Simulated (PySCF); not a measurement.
IrO4, SMILES [Ir+]1([O][O]1)(=[O])=[O], charge +1, multiplicity 1. The structure is a stationary point at B3LYP-D3(BJ)/def2-SVP. The spin state was assumed, not searched. The def2 effective core potentials stand for the cores of Ir; spin–orbit coupling is left out.

The numbers are results of B3LYP-D3(BJ)/def2-SVP (PySCF), not measurements.

Harmonic wavenumbers (cm⁻¹): 211, 243, 278, 344, 550, 624, 1004, 1022, 1039. Rotational constants (GHz): 6.131, 3.740, 2.699; symmetry number 2.

**Question.** Work out the zero-point energy and the ideal-gas rigid-rotor harmonic-oscillator thermochemistry at 298.15 K and 1 atm.

**Answer.** ZPE = ½ Σ hcν = ½ × 5315 cm⁻¹ = 31.79 kJ/mol. H − E(el) = 47.73 kJ/mol. Entropy in J/(mol K): translation 177.91, rotation 103.25, vibration 32.49, total 313.66. G − E(el) = -45.78 kJ/mol. Cp = 75.45 J/(mol K).
